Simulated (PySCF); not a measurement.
# Correlation energy of Zn³⁺ (zinc, charge +3)

Starting occupation: [Ar] 3d9, 3d3/2 with m_j = -3/2, -1/2, +1/2, +3/2, 3d5/2 with m_j = -3/2, -1/2, +1/2, +3/2, +5/2. Computed with PySCF 2.14 in x2c-QZVPPall-2c (11s9p6d4f2g, 114 functions), with X2C-1e with screened-nucleus spin-orbit coupling, Gaussian nucleus. Frozen: [Ne]; 17 electrons correlated; the 8 highest virtual spinors left out.

MP2 pair energies summed by pair of shells (mhartree):

| pair | energy | share (%) |
| --- | --- | --- |
| 3d-3d | -345.55 | 48.9 |
| 3d-3p | -220.02 | 31.1 |
| 3d-3s | -56.83 | 8.0 |
| 3p-3p | -51.56 | 7.3 |
| 3p-3s | -27.91 | 4.0 |
| 3s-3s | -4.61 | 0.7 |

Total MP2 correlation energy: -706.48 mhartree.

The GHF reference relaxed away from the jj start to a determinant that is no pure jj level (⟨S²⟩ = 0.75, ⟨J²⟩ = 8.75); the energies belong to that determinant.

This basis was not built for core-valence correlation, so the inner-shell part is incomplete.
